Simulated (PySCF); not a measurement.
ClHO2SW, SMILES [O]=[W](=[O])([SH])[Cl], multiplicity 1.

Geometry optimised at B3LYP-D3(BJ)/def2-SVP. The multiplicity is an assumed one; no other spin state was optimised. The structure was generated by enumeration; whether it is a known compound was not checked. The def2 effective core potentials stand for the cores of W; spin–orbit coupling is left out. Other conformers were not sampled.

Level of theory: TDA-PBE/def2-SVPD run with PySCF.

Vertical excitations. 

Computed excitation energies, oscillator strengths and character:
```json
[
 {"state": "S1", "energy (eV)": "4.15", "λ (nm)": "299", "f": "0.000", "main pairs": "HOMO→LUMO+1 86 %"},
 {"state": "S2", "energy (eV)": "4.31", "λ (nm)": "288", "f": "0.062", "main pairs": "HOMO→LUMO 77 %"},
 {"state": "S3", "energy (eV)": "4.35", "λ (nm)": "285", "f": "0.006", "main pairs": "HOMO−1→LUMO 82 %"},
 {"state": "S4", "energy (eV)": "4.70", "λ (nm)": "264", "f": "0.006", "main pairs": "HOMO−1→LUMO+1 95 %"},
 {"state": "S5", "energy (eV)": "4.77", "λ (nm)": "260", "f": "0.000", "main pairs": "HOMO−2→LUMO 98 %"},
 {"state": "S6", "energy (eV)": "4.91", "λ (nm)": "253", "f": "0.005", "main pairs": "HOMO→LUMO+2 59 %, HOMO−4→LUMO 22 %, HOMO−3→LUMO 16 %"},
 {"state": "S7", "energy (eV)": "5.05", "λ (nm)": "246", "f": "0.003", "main pairs": "HOMO−3→LUMO 53 %, HOMO−2→LUMO+1 34 %"},
 {"state": "S8", "energy (eV)": "5.22", "λ (nm)": "238", "f": "0.032", "main pairs": "HOMO−4→LUMO 43 %, HOMO→LUMO+2 17 %, HOMO−4→LUMO+1 11 %, HOMO−2→LUMO+1 7 %"},
 {"state": "S9", "energy (eV)": "5.24", "λ (nm)": "237", "f": "0.002", "main pairs": "HOMO−3→LUMO+1 73 %, HOMO−1→LUMO+2 13 %"},
 {"state": "S10", "energy (eV)": "5.32", "λ (nm)": "233", "f": "0.003", "main pairs": "HOMO−1→LUMO+2 85 %"},
 {"state": "T1", "energy (eV)": "3.42", "λ (nm)": "362", "f": "0", "main pairs": "HOMO→LUMO 99 %"},
 {"state": "T2", "energy (eV)": "3.95", "λ (nm)": "314", "f": "0", "main pairs": "HOMO→LUMO+1 81 %, HOMO−1→LUMO 17 %"},
 {"state": "T3", "energy (eV)": "4.03", "λ (nm)": "308", "f": "0", "main pairs": "HOMO−1→LUMO 82 %, HOMO→LUMO+1 17 %"},
 {"state": "T4", "energy (eV)": "4.32", "λ (nm)": "287", "f": "0", "main pairs": "HOMO−1→LUMO+1 97 %"}
]
```
Triplets are in the Tamm–Dancoff approximation.
